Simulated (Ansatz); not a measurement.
A nudged elastic band was laid between two geometries of FH + GaH5N2 (10 atoms, charge 0, multiplicity 1).

The calculation used RKS CAM-B3LYP-D4/def2-SVP (Ansatz 0.2.0).

| Quantity | Value |
| --- | --- |
| movable images | 7 |
| climbing image | yes |
| spring | 5.0 eV/Å² |
| optimiser | quadratic models (default) |
| start path | through a guess of the saddle point |
| force threshold | 0.05 eV/Å |
| iteration limit | 60 |
| end points | relaxed |

Initial state:

```xyz
10
Properties=species:S:1:pos:R:3
Ga 0.008 -0.121 -0.101
H 0.019 -0.503 1.424
N 1.564 -0.082 -1.023
H 2.471 -0.114 -0.576
H 1.639 0.200 -1.993
N -1.564 -0.029 -0.990
H -2.459 -0.012 -0.518
H -1.650 0.264 -1.955
F 0.048 2.025 1.319
H 0.063 1.282 1.886
```

Final state:

```xyz
10
Properties=species:S:1:pos:R:3
Ga 0.022 0.636 -0.646
H 0.015 0.039 2.779
N 1.622 0.018 -1.170
H 1.768 -0.734 -1.829
H 2.488 0.414 -0.828
N -1.614 0.106 -1.157
H -1.805 -0.696 -1.743
H -2.454 0.506 -0.758
F 0.064 1.968 0.500
H 0.032 0.655 2.325
```

**Question.** Which bonds break or form, and what moves?

**Answer.** Bonds broken: Ga1–H2, F9–H10. Bonds formed: Ga1–F9, H2–H10. FH + GaH5N2 becomes FGaH4N2 + H2.

**Question.** Give the energies along the band, and the barrier.

**Answer.** The forces met the threshold. The highest image is number 3 of 0 to 8, 45.7 kJ/mol above the first end and 108.5 kJ/mol above the last; the last end lies 62.8 kJ/mol below the first. The profile has 3 maxima (images 1, 3, 5) with wells between them (images 2, 4): this band takes more than one step, which may be the mechanism or a detour left from its start path. A vibrational analysis at the climbing image gives one clearly imaginary mode, 957i cm⁻¹: a first-order saddle point. The orbitals stay closed-shell, which can raise the energy where a bond breaks towards radicals; this wasn't checked here.

| image | path coordinate (Å) | energy (kJ/mol) | Ga1–H2 (Å) | F9–H10 (Å) | Ga1–F9 (Å) |
| --- | --- | --- | --- | --- | --- |
| 0 | 0.00 | 0.0 | 1.57 | 0.93 | 2.57 |
| 1 | 1.87 | 15.0 | 1.59 | 0.94 | 2.40 |
| 2 | 3.74 | 2.7 | 1.56 | 0.93 | 2.51 |
| 3 | 5.61 | 45.7 | 1.78 | 1.17 | 2.00 |
| 4 | 6.54 | -50.2 | 2.44 | 2.01 | 1.77 |
| 5 | 7.46 | -48.2 | 3.01 | 2.27 | 1.76 |
| 6 | 8.39 | -48.2 | 3.01 | 2.36 | 1.76 |
| 7 | 9.31 | -60.3 | 3.01 | 2.37 | 1.76 |
| 8 | 10.23 | -62.8 | 3.48 | 2.25 | 1.76 |

**Question.** What is the geometry of the highest image?

**Answer.** 
```xyz
10
Properties=species:S:1:pos:R:3
Ga 0.018 0.271 -0.187
H -0.024 -0.055 1.567
N 1.605 0.179 -1.050
H 1.832 -0.625 -1.624
H 2.439 0.569 -0.626
N -1.586 -0.193 -0.878
H -2.423 -0.166 -0.308
H -1.802 -0.013 -1.852
F 0.066 1.957 0.893
H 0.013 0.987 1.537
```

Time of the run: 5.5 min on 4 threads of Arm Neoverse V1, with other jobs on the host, peak memory 0.29 GiB.
